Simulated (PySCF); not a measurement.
CS (SMILES [C-]#[S+]), singlet, geometry from GFN2-xTB; PySCF with CCSD(T)/aug-cc-pVDZ.

PySCF was given this input:
```python
from pyscf import gto, scf, cc

mol = gto.Mole()
mol.atom = '''
    C    -0.000000   -0.000000   -1.106358
    S     0.000000    0.000000    0.414884
'''
mol.basis = 'aug-cc-pvdz'
mol.charge = 0
mol.spin = 0
mol.verbose = 4
mol.build()

mf = scf.RHF(mol)
mf.kernel()

mycc = cc.CCSD(mf)
mycc.kernel()
et = mycc.ccsd_t()
print('E(CCSD(T)) = %.10f' % (mycc.e_tot + et))
```

The log (banner, timings and long lists left out):

```
PySCF version 2.14.0

[INPUT] verbose = 4
[INPUT] num. atoms = 2
[INPUT] num. electrons = 22
[INPUT] charge = 0
[INPUT] spin (= nelec alpha-beta = 2S) = 0
[INPUT] symmetry False subgroup None
[INPUT] Mole.unit = angstrom
[INPUT] Symbol           X                Y                Z      unit          X                Y                Z       unit  Magmom
[INPUT]  1 C      0.000000000000   0.000000000000  -1.106358000000 AA    0.000000000000   0.000000000000  -2.090713615722 Bohr   0.0
[INPUT]  2 S      0.000000000000   0.000000000000   0.414884000000 AA    0.000000000000   0.000000000000   0.784017133464 Bohr   0.0

nuclear repulsion = 33.3944318184221
number of shells = 16
number of NR pGTOs = 85
number of NR cGTOs = 50
basis = aug-cc-pvdz
ecp = {}

******** <class 'pyscf.scf.hf.RHF'> ********
method = RHF
initial guess = minao
damping factor = 0
level_shift factor = 0
DIIS = <class 'pyscf.scf.diis.CDIIS'>
diis_start_cycle = 1
diis_space = 8
diis_damp = 0
SCF conv_tol = 1e-09
SCF conv_tol_grad = None
SCF max_cycles = 50
direct_scf = True
direct_scf_tol = 1e-13
Set gradient conv threshold to 3.16228e-05
Initial guess from minao.
init E= -435.405080604293
  HOMO = -0.277373205558716  LUMO = -0.0134090672211868  gap/eV = 7.18283
cycle= 1 E= -435.30105506937  delta_E= 0.104  |g|= 0.299  |ddm|= 1.44
  HOMO = -0.490880460304787  LUMO = 0.013483131146629  gap/eV = 13.72443
cycle= 2 E= -435.315786870856  delta_E= -0.0147  |g|= 0.243  |ddm|= 0.562
  HOMO = -0.465725161444045  LUMO = 0.044559480910422  gap/eV = 13.88555
cycle= 3 E= -435.33334598267  delta_E= -0.0176  |g|= 0.0363  |ddm|= 0.235
  HOMO = -0.464770590920032  LUMO = 0.0515618149168587  gap/eV = 14.05012
cycle= 4 E= -435.334025758732  delta_E= -0.00068  |g|= 0.0102  |ddm|= 0.0997
  HOMO = -0.467756377339695  LUMO = 0.0503283579680859  gap/eV = 14.09780
cycle= 5 E= -435.334107057378  delta_E= -8.13e-05  |g|= 0.00335  |ddm|= 0.0369
  HOMO = -0.467662030207738  LUMO = 0.0501428518155468  gap/eV = 14.09019
cycle= 6 E= -435.334116065749  delta_E= -9.01e-06  |g|= 0.000934  |ddm|= 0.0118
  HOMO = -0.467621260917966  LUMO = 0.050166417964084  gap/eV = 14.08972
cycle= 7 E= -435.334116757474  delta_E= -6.92e-07  |g|= 0.000102  |ddm|= 0.00427
  HOMO = -0.467616831368269  LUMO = 0.0501514910564846  gap/eV = 14.08919
cycle= 8 E= -435.334116763163  delta_E= -5.69e-09  |g|= 8.1e-06  |ddm|= 0.000323
  HOMO = -0.467616794534281  LUMO = 0.0501538220032687  gap/eV = 14.08926
cycle= 9 E= -435.334116763201  delta_E= -3.74e-11  |g|= 1.43e-06  |ddm|= 1.89e-05
  HOMO = -0.467616680111786  LUMO = 0.0501536840348801  gap/eV = 14.08925
Extra cycle  E= -435.334116763201  delta_E= -6.82e-13  |g|= 6.62e-07  |ddm|= 4.17e-06
converged SCF energy = -435.334116763201

******** <class 'pyscf.cc.ccsd.CCSD'> ********
CC2 = 0
CCSD nocc = 11, nmo = 50
max_cycle = 50
direct = 0
conv_tol = 1e-07
conv_tol_normt = 1e-05
diis_space = 6
diis_start_cycle = 0
diis_start_energy_diff = 1e+09
Init t2, MP2 energy = -435.596739783888  E_corr(MP2) -0.262623020686613
Init E_corr(CCSD) = -0.262623020686845
cycle = 1  E_corr(CCSD) = -0.263839152082247  dE = -0.0012161314  norm(t1,t2) = 0.0723796
cycle = 2  E_corr(CCSD) = -0.276515362179581  dE = -0.0126762101  norm(t1,t2) = 0.0269165
cycle = 3  E_corr(CCSD) = -0.276129433290594  dE = 0.000385928889  norm(t1,t2) = 0.0157513
cycle = 4  E_corr(CCSD) = -0.278464534220189  dE = -0.00233510093  norm(t1,t2) = 0.00684586
cycle = 5  E_corr(CCSD) = -0.278511820193264  dE = -4.72859731e-05  norm(t1,t2) = 0.00129422
cycle = 6  E_corr(CCSD) = -0.278397358167547  dE = 0.000114462026  norm(t1,t2) = 0.000460589
cycle = 7  E_corr(CCSD) = -0.278406521445  dE = -9.16327745e-06  norm(t1,t2) = 0.000105055
cycle = 8  E_corr(CCSD) = -0.278408523957296  dE = -2.0025123e-06  norm(t1,t2) = 2.88182e-05
cycle = 9  E_corr(CCSD) = -0.278407230171997  dE = 1.2937853e-06  norm(t1,t2) = 9.52169e-06
cycle = 10  E_corr(CCSD) = -0.278407070779518  dE = 1.59392479e-07  norm(t1,t2) = 3.90033e-06
cycle = 11  E_corr(CCSD) = -0.278407052821555  dE = 1.79579629e-08  norm(t1,t2) = 9.55586e-07
CCSD converged
E(CCSD) = -435.612523816023  E_corr = -0.2784070528215546
CCSD(T) correction = -0.0158567434204604
E(CCSD(T)) = -435.6283805594
```
